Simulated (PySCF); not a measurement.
CCl₃ (SMILES Cl[C-](Cl)Cl), charge -1, singlet, geometry from GFN2-xTB (in this run its highest filled SCF level lies above zero, so its values depend strongly on the basis, on diffuse functions most of all); B3LYP/6-31G** in PySCF.

Input for PySCF:
```python
from pyscf import gto, scf, dft

mol = gto.Mole()
mol.atom = '''
    C    -0.011093   -0.010052    0.658198
    Cl    0.000761    1.668324   -0.051984
    Cl    1.445327   -0.832289   -0.065826
    Cl   -1.442173   -0.832488   -0.114495
'''
mol.basis = '6-31g**'
mol.charge = -1
mol.spin = 0
mol.verbose = 4
mol.build()

mf = dft.RKS(mol)
mf.xc = 'b3lyp'
mf.kernel()
mf.analyze()
```

The log (banner, timings and long lists left out):

```
PySCF version 2.14.0

[INPUT] verbose = 4
[INPUT] num. atoms = 4
[INPUT] num. electrons = 58
[INPUT] charge = -1
[INPUT] spin (= nelec alpha-beta = 2S) = 0
[INPUT] symmetry False subgroup None
[INPUT] Mole.unit = angstrom
[INPUT] Symbol           X                Y                Z      unit          X                Y                Z       unit  Magmom
[INPUT]  1 C     -0.011093000000  -0.010052000000   0.658198000000 AA   -0.020962731900  -0.018995527004   1.243813955736 Bohr   0.0
[INPUT]  2 Cl     0.000761000000   1.668324000000  -0.051984000000 AA    0.001438081581   3.152675447039  -0.098235522859 Bohr   0.0
[INPUT]  3 Cl     1.445327000000  -0.832289000000  -0.065826000000 AA    2.731272190439  -1.572798266488  -0.124393111876 Bohr   0.0
[INPUT]  4 Cl    -1.442173000000  -0.832488000000  -0.114495000000 AA   -2.725311994242  -1.573174321987  -0.216364192632 Bohr   0.0

nuclear repulsion = 247.718361695961
number of shells = 30
number of NR pGTOs = 180
number of NR cGTOs = 68
basis = 6-31g**
ecp = {}

******** <class 'pyscf.dft.rks.RKS'> ********
method = RKS
initial guess = minao
damping factor = 0
level_shift factor = 0
DIIS = <class 'pyscf.scf.diis.CDIIS'>
diis_start_cycle = 1
diis_space = 8
diis_damp = 0
SCF conv_tol = 1e-09
SCF conv_tol_grad = None
SCF max_cycles = 50
direct_scf = True
direct_scf_tol = 1e-13
XC library pyscf.dft.libxc version 7.1.2
    S. Lehtola, C. Steigemann, M. J. T. Oliveira, and M. A. L. Marques,  SoftwareX 7, 1–5 (2018)
XC functionals = b3lyp
    P. J. Stephens, F. J. Devlin, C. F. Chabalowski, and M. J. Frisch,  J. Phys. Chem. 98, 11623 (1994)
radial grids:
    Treutler-Ahlrichs [JCP 102, 346 (1995); DOI:10.1063/1.469408] (M4) radial grids

becke partition: Becke, JCP 88, 2547 (1988); DOI:10.1063/1.454033
pruning grids: <function nwchem_prune>
grids dens level: 3
symmetrized grids: False
atomic radii adjust function: <function treutler_atomic_radii_adjust>
small_rho_cutoff = 0
Set gradient conv threshold to 3.16228e-05
Initial guess from minao.
tot grids = 70760
init E= -1418.85767034593
  HOMO = -0.218857919317519  LUMO = -0.0498376184984983  gap/eV = 4.59928
cycle= 1 E= -1418.62017471179  delta_E= 0.237  |g|=  0.4  |ddm|= 2.38
  HOMO = 0.00265443070787486  LUMO = 0.174981906726066  gap/eV = 4.68927
cycle= 2 E= -1418.58493236528  delta_E= 0.0352  |g|= 0.564  |ddm|= 1.19
  HOMO = 0.0319939528035946  LUMO = 0.194013195145795  gap/eV = 4.40877
cycle= 3 E= -1418.66462809519  delta_E= -0.0797  |g|= 0.113  |ddm|= 0.709
  HOMO = 0.00578978324826229  LUMO = 0.175260487345408  gap/eV = 4.61153
cycle= 4 E= -1418.66828600346  delta_E= -0.00366  |g|= 0.0186  |ddm|= 0.183
  HOMO = 0.00686513218860973  LUMO = 0.178186980053535  gap/eV = 4.66190
cycle= 5 E= -1418.66837620787  delta_E= -9.02e-05  |g|= 0.00374  |ddm|= 0.0234
  HOMO = 0.00716177388619466  LUMO = 0.178189819220112  gap/eV = 4.65391
cycle= 6 E= -1418.66838008846  delta_E= -3.88e-06  |g|= 0.000775  |ddm|= 0.00594
  HOMO = 0.00723171711389581  LUMO = 0.178210595287966  gap/eV = 4.65257
cycle= 7 E= -1418.66838030668  delta_E= -2.18e-07  |g|= 0.000202  |ddm|= 0.00187
  HOMO = 0.00725287010130504  LUMO = 0.178204440601943  gap/eV = 4.65183
cycle= 8 E= -1418.6683803298  delta_E= -2.31e-08  |g|= 4.3e-05  |ddm|= 0.00109
  HOMO = 0.00725818847824478  LUMO = 0.178210229172603  gap/eV = 4.65184
cycle= 9 E= -1418.66838033066  delta_E= -8.64e-10  |g|= 4.05e-06  |ddm|= 0.000194
  HOMO = 0.00725888470976033  LUMO = 0.178209812986442  gap/eV = 4.65181
Extra cycle  E= -1418.66838033066  delta_E= 4.55e-13  |g|= 4.44e-06  |ddm|= 1.17e-05
converged SCF energy = -1418.66838033066
**** SCF Summaries ****
Total Energy =                       -1418.668380330660966
Nuclear Repulsion Energy =             247.718361695960652
One-electron Energy =                -2463.998509885593194
Two-electron Energy =                  797.611767858971803
Two-electron Coulomb Energy =          888.090372191295273
DFT Exchange-Correlation Energy =      -90.478604332323471
HOMO-LUMO gap [eV] =                     4.651811699814107
**** MO energy ****
MO #1   energy= -101.323256034082  occ= 2
MO #2   energy= -101.323254105116  occ= 2
MO #3   energy= -101.323229530801  occ= 2
MO #4   energy= -10.0764672889732  occ= 2
MO #5   energy= -9.25646015158933  occ= 2
MO #6   energy= -9.25645863153906  occ= 2
MO #7   energy= -9.25639295649067  occ= 2
MO #8   energy= -7.01841603832486  occ= 2
MO #9   energy= -7.01837864374827  occ= 2
MO #10  energy= -7.01837762984475  occ= 2
MO #11  energy= -7.01038630149004  occ= 2
MO #12  energy= -7.01037759854278  occ= 2
MO #13  energy= -7.01037539290095  occ= 2
MO #14  energy= -7.01014588843003  occ= 2
MO #15  energy= -7.01014417716185  occ= 2
MO #16  energy= -7.01013565424788  occ= 2
MO #17  energy= -0.699249112770185 occ= 2
MO #18  energy= -0.612538944756728 occ= 2
MO #19  energy= -0.612538264053988 occ= 2
MO #20  energy= -0.381451524970889 occ= 2
MO #21  energy= -0.233802787520156 occ= 2
MO #22  energy= -0.23380251578949  occ= 2
MO #23  energy= -0.18896292109211  occ= 2
MO #24  energy= -0.142105475428541 occ= 2
MO #25  energy= -0.142104642637555 occ= 2
MO #26  energy= -0.107985431561682 occ= 2
MO #27  energy= -0.10798517862063  occ= 2
MO #28  energy= -0.0949287002625776 occ= 2
MO #29  energy= 0.00725888470976033 occ= 2
MO #30  energy= 0.178209812986442  occ= 0
MO #31  energy= 0.241251788627235  occ= 0
MO #32  energy= 0.241252030445757  occ= 0
MO #33  energy= 0.490169558636219  occ= 0
MO #34  energy= 0.558346841923128  occ= 0
MO #35  energy= 0.55834785403137   occ= 0
MO #36  energy= 0.606890965130445  occ= 0
MO #37  energy= 0.610035774661124  occ= 0
 ** Mulliken pop on meta-lowdin orthogonal AOs  **
 ** Mulliken pop  **
 ** Mulliken atomic charges  **
charge of    0C =     -0.33445
charge of    1Cl =     -0.22185
charge of    2Cl =     -0.22185
charge of    3Cl =     -0.22185

WARN: System has nonzero charge -1; the dipole moment is origin-dependent.
Location of origin: [0. 0. 0.]

Dipole moment(X, Y, Z, Debye):  0.01884,  0.01706, -1.11771
```
